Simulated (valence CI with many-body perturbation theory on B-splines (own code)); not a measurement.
K4+ in three bases

Calculated by valence CI with perturbative core correlation (CI+MBPT): five valence electrons over a frozen Dirac-Fock core [Ne], radial functions for each j: 9 s, 9 p, 8 d, 6 f, 3 g, 1 h, with the one-electron correlation potential Σ1, the two-electron term Σ2, the three-electron term Σ3, Breit, model QED; selected CI, second order for the rest, scaled by the run's own slope (own B-spline code, finite nucleus).

Set against measurement, 16 paired levels are off by 238 cm⁻¹ on average, the worst by 1164. These come from a selection out of Sansonetti, J. Phys. Chem. Ref. Data 37, 7 (2008). Levels without a partner in it may be off by more. Among the levels kept, up to 1900 cm⁻¹ of a level comes from second order outside the variational space, and about a tenth of that is noise between levels of different J, which matters for small intervals. 5 measured levels below the end of the list, from 206720 cm⁻¹ on, found no clear computed partner, and computed levels of the same name lie up to 6867 cm⁻¹ from them.

The reference run has the lowest level 3s²3p³ ⁴S°_3/2 and an ionisation energy of 81.8000 eV. Its largest variational space holds 19980 state functions.

Names give the largest LS component (configuration and term), which can be under half, so a name can repeat, a term be missing and a line seem to break the LS rules; names also repeat where a configuration has a term twice. Letters in brackets count levels of one name in rising energy.

Changed runs:
A. basis 6 s, 6 p, 5 d, 3 f, 1 g
B. basis 5 s, 5 p, 4 d, 2 f

Excitation energies of the reference run in cm⁻¹, and shifts in cm⁻¹:

| Level | Reference | A | B |
| --- | --- | --- | --- |
| 3s²3p³ ²D°_3/2 | 24210 | +168 | +668 |
| 3s²3p³ ²D°_5/2 | 24443 | +169 | +669 |
| 3s²3p³ ²P°_1/2 | 40035 | +199 | +763 |
| 3s²3p³ ²P°_3/2 | 40356 | +196 | +761 |
| 3s3p⁴ ⁴P_5/2 | 136556 | -4.0 | +123 |
| 3s3p⁴ ⁴P_3/2 | 137957 | -5.5 | +120 |
| 3s3p⁴ ⁴P_1/2 | 138717 | +0.9 | +126 |
| 3s3p⁴ ²D_3/2 | 169629 | +134 | +528 |
| 3s3p⁴ ²D_5/2 | 169752 | +134 | +531 |
| 3s²3p²3d ²P_3/2 [a] | 194829 | +140 | +483 |
| 3s²3p²3d ²P_1/2 [a] | 196356 | +142 | +496 |
| 3s3p⁴ ²S_1/2 | 206123 | +285 | +1007 |
| Ionisation energy (eV) | 81.8000 | -0.0201 | -0.0565 |
